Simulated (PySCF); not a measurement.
C4H4, SMILES C=C=C=C. Atoms are numbered in the order given.

```xyz
8

C      0.0000     0.0000     1.9575
C      0.0000     0.0000     0.6371
C      0.0000     0.0000    -0.6371
C      0.0000     0.0000    -1.9575
H      0.0000    -0.9353     2.5286
H      0.0000     0.9353     2.5286
H      0.0000    -0.9353    -2.5286
H      0.0000     0.9353    -2.5286
```

The structure is a stationary point at B3LYP-D3(BJ)/def2-SVP.

The numbers are results of PBE/def2-TZVPD in PySCF, not measurements.

The molecule is in vacuum.

```
Quantity                                                                                                        Result
---------------------------------------------------------------------------------------------  -----------------------
total energy                                                                                        -154.58133 hartree
point group                                                                                                        D2h
highest occupied level                                                                                        -6.12 eV
lowest empty level                                                                                            -2.55 eV
orbital gap                                                                                                    3.57 eV
dipole moment                                                                                                   0.00 D
quadrupole, principal values (traceless, Buckingham form, about the centre of nuclear charge)   -6.02, -0.69, 6.71 D·Å
mean static polarisability                                                                        60.7 bohr³ (9.00 Å³)
polarisability, principal values                                                               34.3, 37.9, 109.9 bohr³
```
